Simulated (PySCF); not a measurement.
# Excitation energy of Ba by level of theory

Ba [Xe] 6s2 (1S) → Ba [Xe] 6p2 (3P), as a difference of total energies. Computed with PySCF 2.14 in aug-cc-pVDZ-X2C (8s7p5d, 54 functions), with the spin-free X2C one-electron Hamiltonian (Gaussian nucleus). Correlated levels: valence: [Xe] frozen. The calculations carry no spin-orbit coupling.

| method | excitation energy (eV) |
| --- | --- |
| UHF | 3.338 |
| LDA | 3.958 |
| PBE | 3.665 |
| PBE0 | 3.683 |
| r2SCAN | 3.376 |
| B3LYP | 3.949 |
| BHandHLYP | 4.005 |
| M06-2X | 4.112 |
| MP2 (valence) | 3.647 |

Estimate what SCS-MP2 (valence) gives.

3.794 eV, closest to PBE0 among the rows shown.

Estimate what TPSS gives.

3.488 eV, closest to r2SCAN among the rows shown.

A first-order spin-orbit estimate (lowest level to lowest level, LS coupling) adds -0.063 eV.
